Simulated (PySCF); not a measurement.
TiCl3, SMILES [Cl][Ti]([Cl])[Cl] (connectivity only; charge and spin as stated), neutral, multiplicity 2. Atoms are numbered in the order given.

```xyz
4

Ti     0.0000     0.0000     0.0000
Cl     2.1835     0.0000     0.0000
Cl    -1.0917    -1.8910     0.0000
Cl    -1.0917     1.8910     0.0000
```
Charge 0, spin multiplicity 2.

Geometry: PBE0-D3(BJ)/def2-SVP. The spin state was assumed, not searched. The isomer is the one that the SMILES or the coordinates give; other isomers of the formula were not compared.

These are PBE/def2-TZVPD (PySCF) values and carry that method's errors.

Isolated molecule, no solvent.

```
Quantity                                                                                                         Value
---------------------------------------------------------------------------------------------  -----------------------
total energy                                                                                       -2229.53395 hartree
point group                                                                                                        D3h
α spin, highest occupied and lowest empty level                                                     -5.52 and -4.41 eV
β spin, highest occupied and lowest empty level                                                     -8.22 and -4.03 eV
dipole moment                                                                                                   0.00 D
quadrupole, principal values (traceless, Buckingham form, about the centre of nuclear charge)   -2.25, -2.25, 4.49 D·Å
mean static polarisability                                                                       83.5 bohr³ (12.37 Å³)
polarisability, principal values                                                                61.5, 94.5, 94.5 bohr³
⟨S²⟩                                                                                           0.755 (pure state 0.75)
```
